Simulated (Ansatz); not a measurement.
The cluster B₈⁺, relaxed as a doublet with UKS PBE-D4/def2-SVP in Ansatz, starting from the GFN1-xTB geometry. Force threshold 0.02 eV/Å.

The relaxation made no stability test and no search for a lower SCF solution. The structure comes from a short search, and lower isomers may exist.

Start:

Cartesian coordinates in Å:
```
B 1.8674 0.0463 0.0638
B 0.9982 0.9996 0.9340
B 1.1531 -0.8672 -0.9756
B -1.5651 0.3784 0.5867
B -0.0502 0.4278 -0.4233
B -0.3283 -1.2850 -1.1862
B -1.6039 -0.7740 -0.4545
B -0.4711 1.0740 1.4551
```

```tsv
step	energy (eV)	largest force component (eV/Å)	SCF passes
1	-5381.2803	2.030	57
2	-5381.8584	1.192	34
3	-5382.0517	0.527	33
4	-5382.0990	0.285	31
5	-5382.1305	0.158	36
6 (rejected)	-5381.9452	1.914	32
7	-5382.1373	0.075	32
8 (rejected)	-5382.1219	0.469	29
9	-5382.1401	0.035	30
10	-5382.1407	0.037	30
11 (rejected)	-5382.1347	0.360	28
12	-5382.1410	0.006	28
13	-5382.1410	0.006	20
```

Force components are those of the run's own axes.

End:

```tsv
atom	x (Å)	y (Å)	z (Å)
B1	1.8459	0.1580	-0.0361
B2	1.1023	1.0692	1.0019
B3	1.2088	-0.8732	-1.0489
B4	-1.6944	0.3956	0.6001
B5	0.0001	-0.0002	0.0003
B6	-0.3490	-1.2486	-1.2741
B7	-1.6351	-0.6798	-0.5354
B8	-0.4787	1.1789	1.2922
```

By distances, no bond broke or formed. The bond that changes most is B5–B8, from 2.03 to 1.81 Å (atoms count from 1).

The force fell under the threshold at step 12, but the optimiser went on. No frequencies were taken in this run, so the end may be a saddle point.

It took 12 s on 4 threads of Intel Xeon Platinum 8488C on a shared host.
